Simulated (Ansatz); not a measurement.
Gas-phase electronic energies from Ansatz, PBE0-D4/def2-TZVP geometries. CBS: MP2 limit from def2 TZ/QZ plus the TZ coupled-cluster correction, frozen cores. This one scheme is used for every species. DFT in def2-TZVPP. B3LYP here is the variant with VWN-RPA as its local correlation; programs differ in this. Each species was taken in one conformer, which may not be the lowest.

Consider the ligand exchange at the Si–N bond: `C=N[SiH](F)F` + `CO[SiH2]S` → `CO[SiH2]S[SiH](F)F` + `C=N`.

`C=N[SiH](F)F`:

```xyz
8

C    -0.438    1.170   -0.886
N    -0.254    0.747    0.285
Si    0.270   -0.812    0.757
F     0.596   -1.755   -0.482
F     1.618   -0.647    1.568
H    -0.790    2.195   -1.051
H    -0.266    0.572   -1.792
H    -0.736   -1.470    1.600
```

`CO[SiH2]S`:

```xyz
10

C     1.591   -0.009   -0.531
O     0.473    0.559    0.113
Si   -1.040   -0.054   -0.040
S    -2.347    0.910    1.322
H     2.489    0.468   -0.136
H     1.660   -1.087   -0.347
H     1.556    0.159   -1.613
H    -0.985   -1.520    0.204
H    -1.614    0.216   -1.383
H    -1.784    0.358    2.410
```

`CO[SiH2]S[SiH](F)F`:

Cartesian coordinates in Å:
```
C 0.037 1.028 1.661
O 0.543 0.842 0.354
Si 1.477 -0.410 -0.133
S 0.740 -1.046 -2.039
Si -1.277 -0.569 -1.653
F -1.742 -1.137 -0.244
F -2.132 -1.316 -2.760
H -0.148 0.073 2.161
H -0.906 1.572 1.588
H 0.738 1.616 2.260
H 2.888 -0.015 -0.356
H 1.393 -1.500 0.871
H -1.611 0.860 -1.710
```

`C=N`:

Cartesian coordinates in Å:
```
C -0.141 -0.310 0.190
N 0.076 0.926 0.069
H 0.159 -1.073 -0.537
H -0.664 -0.669 1.079
H 0.570 1.127 -0.801
```

Q: Is it downhill or uphill in electronic energy at CCSD(T)/CBS, and by how much? (Estimate.)

A: The calculation gave: Downhill: ΔE = -18.8 kJ/mol.

Q: What do these levels give: PBE-D4, PBE0-D4, ωB97X-V, PBE, r2SCAN, B3LYP, MP2/def2-TZVPP, CCSD(T)/def2-TZVPP, HF/def2-QZVPP, HF/CBS(def2), MP2/CBS(def2), CCSD/CBS(def2)? (Best estimate.)

A: Computed: PBE-D4 -25.0, PBE0-D4 -23.2, ωB97X-V -18.5, PBE -18.2, r2SCAN -18.4, B3LYP -5.8, MP2/def2-TZVPP -18.6, CCSD(T)/def2-TZVPP -16.7, HF/def2-QZVPP 3.5, HF/CBS(def2) 3.7, MP2/CBS(def2) -20.6, CCSD/CBS(def2) -15.5 kJ/mol.

Largest T1 diagnostic among the species: 0.013.

In def2-TZVPP, CCSD(T) changes the Hartree–Fock value by −19.0 kJ/mol (the triples alone add −3.4 kJ/mol) and MP2 by −20.8 kJ/mol. The D4 term adds −11.0 kJ/mol with B3LYP and −6.3 kJ/mol with PBE0; it sums over pairs of atoms, weighted by their polarisabilities, and B3LYP, whose exchange is more repulsive, gets the larger term.
